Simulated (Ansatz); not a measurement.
Geometry optimisation, RKS PBE-D4/6-31G* (Ansatz).

Input:

```yaml
crystal:
  periodic: [false, false, false]
  atoms:
    - { symbol: B, position_ang: [0.067722, -0.19529, 0.040114] }
    - { symbol: Cl, position_ang: [0.033946, -0.804261, 1.772982] }
    - { symbol: C, position_ang: [1.432628, -0.107638, -0.708533] }
    - { symbol: H, position_ang: [1.602319, -1.09485, -1.187967] }
    - { symbol: H, position_ang: [1.413992, 0.63343, -1.52403] }
    - { symbol: H, position_ang: [2.297949, 0.077145, -0.05191] }
    - { symbol: H, position_ang: [-1.016421, -0.063935, -0.454876] }
    - { symbol: S, position_ang: [-0.184897, 2.699333, 1.077983] }
    - { symbol: H, position_ang: [1.133627, 2.626438, 1.399971] }
    - { symbol: H, position_ang: [-0.496566, 1.706327, 1.988666] }
basis:
  gaussian: { orbitals: "6-31G*" }
hamiltonian:
  xc: pbe
  dispersion: d4
relax:
  f_tol: 0.03
  max_steps: 50
output:
  orbitals: {}
```

Launched with:

```bash
$ ansatz run input.yaml --threads 1 --pin off --max-ram 2048MiB --backend cpu --events-out ev --progress --plain --runs-dir out
```

Question: Where does it end, and by what steps?

Answer: The forces met the threshold. After 13 steps the energy has fallen by 0.210 eV; S8 moved furthest, 0.66 Å. Joined: B1–S8 (3.09 → 2.14 Å).

```
step  energy less start (eV)  largest force component (eV/Å)  accepted
   0                  0.0000                           0.688       yes
   1                 -0.0255                           0.530       yes
   2                 -0.0549                           0.511       yes
   3                 -0.0774                           0.864       yes
   4                 -0.1110                           0.570       yes
   5                 -0.1685                           0.306       yes
   6                 -0.1625                           0.631        no
   7                 -0.1895                           0.290       yes
   8                 -0.1977                           0.200       yes
   9                 -0.1974                           0.218        no
  10                 -0.2061                           0.049       yes
  11                 -0.2089                           0.035       yes
  12                 -0.1795                           0.725        no
  13                 -0.2096                           0.013       yes
```

```xyz
10
Properties=species:S:1:pos:R:3
B 0.118 0.091 0.211
Cl 0.201 -0.863 1.795
C 1.411 0.000 -0.719
H 1.473 -1.032 -1.110
H 1.362 0.672 -1.595
H 2.358 0.190 -0.182
H -0.978 0.042 -0.303
S 0.056 2.149 0.796
H 1.121 2.170 1.644
H -0.838 2.057 1.817
```

Whether the end is a true minimum wasn't checked by a vibrational analysis.

The run took 39 s on 1 thread of Arm Neoverse V2, on a shared host, peak memory 0.14 GiB.
